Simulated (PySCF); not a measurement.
Cl₃In, SMILES [Cl][In+]([Cl])[Cl] (connectivity only; charge and spin as stated), charge +1, multiplicity 2.

Geometry optimised at B3LYP-D3(BJ)/def2-SVP. The def2 effective core potentials stand for the cores of In; spin–orbit coupling is left out.

The numbers are results of PySCF with TDA-PBE/def2-SVPD, not measurements.

Vertical excitations. The molecule is in vacuum.

Computed lowest excited states:
| state | energy (eV) | λ (nm) | f | main pairs |
|---|---|---|---|---|
| root 1 | 0.75 | 1652 | 0.000 | β HOMO→LUMO 100 % |
| root 2 | 0.84 | 1469 | 0.000 | β HOMO−1→LUMO 100 % |
| root 3 | 0.95 | 1306 | 0.000 | β HOMO−2→LUMO 100 % |
| root 4 | 1.68 | 740 | 0.000 | β HOMO−3→LUMO 100 % |
| root 5 | 2.06 | 603 | 0.000 | β HOMO−5→LUMO 100 % |
| root 6 | 2.40 | 517 | 0.017 | β HOMO−4→LUMO 69 %, β HOMO−6→LUMO 27 % |
| root 7 | 3.05 | 406 | 0.000 | α HOMO→LUMO 60 %, β HOMO→LUMO+1 39 % |
| root 8 | 3.15 | 394 | 0.000 | α HOMO−1→LUMO 58 %, β HOMO−1→LUMO+1 41 % |
| root 9 | 3.26 | 380 | 0.025 | α HOMO→LUMO 10 %, α HOMO−2→LUMO 9 %, β HOMO−6→LUMO 42 %, β HOMO→LUMO+1 24 %, β HOMO−4→LUMO 8 % |
| root 10 | 3.43 | 362 | 0.000 | α HOMO−3→LUMO 22 %, β HOMO−2→LUMO+1 78 % |
Unrestricted roots are not spin-pure.
